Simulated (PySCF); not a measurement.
B3LYP has the VWN-RPA correlation part, as in Gaussian. 

Z-matrix (Å, degrees):
```
C
N 1 1.2625
H 2 1.0188 1 111.11
C 1 1.4242 2 148.23 3 179.96
C 4 1.3266 1 62.85 2 -180.00
H 4 1.0789 5 146.02 1 -180.00
H 5 1.0791 4 145.83 6 0.00
```
Charge 0, multiplicity 1.

Question: Give the total energy, HOMO, dipole moment, LUMO and HOMO–LUMO gap at the level B3LYP-D3(BJ)/def2-TZVP (PySCF 2.14.0).

Answer: 
```
Property              Value
-------------  ------------
total energy   -170.8326 Ha
HOMO               -6.77 eV
dipole moment        3.52 D
LUMO               -1.14 eV
HOMO–LUMO gap       5.63 eV
```
